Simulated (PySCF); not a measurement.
## Multinuclear NMR of C7H9NO

Geometry (Å), atoms numbered from 1 in this order:
```xyz
18

C     3.0906   -0.6089    0.1936
O     1.7152   -0.7392   -0.0451
C     0.9942    0.4277    0.2602
C    -0.4754    0.2334    0.0116
C    -0.9852   -0.9667   -0.4643
C    -2.3532   -1.0712   -0.6650
N    -3.2041   -0.0877   -0.4314
C    -2.7159    1.0555    0.0199
C    -1.3695    1.2703    0.2600
H     3.2935   -0.3946    1.2511
H     3.5442   -1.5599   -0.0770
H     3.5287    0.1908   -0.4174
H     1.3582    1.2715   -0.3523
H     1.1478    0.7053    1.3180
H    -0.3207   -1.7898   -0.6679
H    -2.7920   -1.9895   -1.0333
H    -3.4441    1.8365    0.1965
H    -1.0210    2.2228    0.6311
```

PySCF 2.14 calculation with NMR shieldings at PBE0/pcSseg-1/GIAO and coordinates at the GFN2-xTB level; isolated molecule, rapidly exchanging positions averaged, non-relativistic Hamiltonian, one computed conformer.

Task: What are the 15N shifts?

Result: 
```
atoms                  environment  σ (ppm)  δ (ppm)
   N7  pyridine-type ring nitrogen    -87.2    -67.8
```

Shieldings were converted by a linear fit to measured shifts: 15N: δ = -148.07 − 0.921σ (rms 6.3 ppm, 71 shifts vs CH3NO2, solution or neat liquid). A few per cent of atoms miss by over 2 rms, more outside the fitted compound classes.

On a 300 MHz spectrometer 15N resonates near 30.4 MHz, so 1 ppm is 30.4 Hz.

Task: What are the 17O shifts?

Result: 
| atoms | environment | σ (ppm) | δ (ppm) |
| --- | --- | --- | --- |
| O2 | ether oxygen | 320.2 | -25.0 |

Shieldings were converted by a linear fit to measured shifts: 17O (scatter 10.7 ppm rms, 12.2 ppm with the 3 outliers that the fit left out vs liquid water, solution or neat liquid). A few per cent of atoms miss by over 2 rms, more outside the fitted compound classes.

On a 400 MHz spectrometer 17O resonates near 54.2 MHz, so 1 ppm is 54.2 Hz.
